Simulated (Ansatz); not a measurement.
C3H8B (`C[B]CC`) radical. The species carries charge 0 and has multiplicity 2.

```xyz
12

C    -1.317   -1.318   -0.021
B     0.163   -1.167    0.392
C     1.085    0.078    0.379
C     0.542    1.354   -0.266
H    -1.297   -1.470   -1.112
H    -1.832   -2.182    0.402
H    -1.918   -0.415    0.148
H     2.057   -0.195   -0.052
H     1.325    0.259    1.439
H    -0.389    1.675    0.208
H     0.329    1.201   -1.327
H     1.253    2.181   -0.189
```

**Question.** Give the diagnostics of a CCSD(T)/def2-TZVPP run (frozen core, the Gaussian-basis code of Ansatz). (Best estimate.)

**Answer.** The calculation gave: T1 = 0.0111, largest single amplitude 0.012, largest double 0.011, (T) share of the correlation energy 3.6 %, 10 CCSD cycles. ⟨S²⟩ of the UHF reference is 0.754 against 0.75 for a pure state. T1 lies under the customary mark of 0.045 for open shells.
